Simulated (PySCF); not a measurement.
Excitations are Tamm–Dancoff values on a coarser integration grid. The basis has no diffuse functions, so Rydberg states are missing or too high.

Cartesian coordinates (Å):
SMILES: c1sc2c(c(Cl)ccc2c1)[SiH3]
```xyz
18

Si    -2.6686     0.9711    -0.4615
C     -1.0878    -0.0203    -0.1894
C     -1.1277    -1.4080    -0.0527
Cl    -2.6659    -2.2171    -0.1390
C      0.0163    -2.1959     0.1515
C      1.2589    -1.5939     0.2247
C      1.3703    -0.1996     0.0952
C      2.5449     0.6238     0.1386
C      2.2598     1.9426    -0.0265
S      0.5711     2.2583    -0.2416
C      0.1915     0.5618    -0.1098
H     -2.2867     2.4114    -0.5587
H     -3.6067     0.7922     0.6839
H     -3.3379     0.5583    -1.7286
H     -0.0923    -3.2768     0.2495
H      2.1536    -2.2002     0.3838
H      3.5529     0.2349     0.2870
H      2.9606     2.7770    -0.0358
```
Charge 0, spin multiplicity 1.

Task: Predict the S1 oscillator strength, dipole moment, total energy, S1–T1 gap (TDA) and LUMO from PySCF 2.14.0 with PBE0-D3(BJ)/def2-TZVP // PBE0-D3(BJ)/def2-SVP.

Result: 
```yaml
S1 oscillator strength: 0.030
dipole_moment: 2.34 D
total_energy: -1456.3418 Ha
S1–T1 gap (TDA): 1.38 eV
LUMO: -1.30 eV
```
